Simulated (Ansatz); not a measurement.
The cluster Os₄⁻, relaxed as a doublet with UKS PBE0-D4/def2-SVPD in Ansatz, starting from the GFN1-xTB geometry. Force threshold 0.02 eV/Å.

In the def2 sets Os takes a core potential; there is no spin–orbit coupling. The charge -1 doublet is spin-contaminated (final ⟨S²⟩ up to 3.62, 0.75 for a pure state). The relaxation made no stability test and no search for a lower SCF solution. At PBE0-D4/def2-SVPD a sextet of charge -1 lies 0.29 eV below the doublet, each at its own geometry. The structure comes from a short search, and lower isomers may exist.

Start:

```
atom   x (Å)   y (Å)   z (Å)
 Os1   1.128  -0.015  -0.957
 Os2   0.522  -0.346   1.341
 Os3  -1.041  -0.987  -0.363
 Os4  -0.610   1.348  -0.021
```

Estimate the energy that the relaxation releases and the steps that it takes.

114.9 kJ/mol, in 16 steps; 2.4 min on 4 threads of Arm Neoverse V2 on a shared host. The force fell under the threshold at step 15, but the optimiser went on. No frequencies were taken in this run, so the end may be a saddle point.

Does the start keep its bonding?

By distances, no bond broke or formed. The bond that changes most is Os1–Os3, from 2.45 to 2.87 Å (atoms count from 1).

Predict the relaxed structure.


```xyz
4

Os    1.3018    0.2309   -0.7823
Os    0.6335   -0.6568    1.2227
Os   -1.2374   -0.9072   -0.0847
Os   -0.6980    1.3332   -0.3557
```
Bond lengths (bridged metal pairs left out): 6 × Os–Os 2.29 to 2.87 Å.
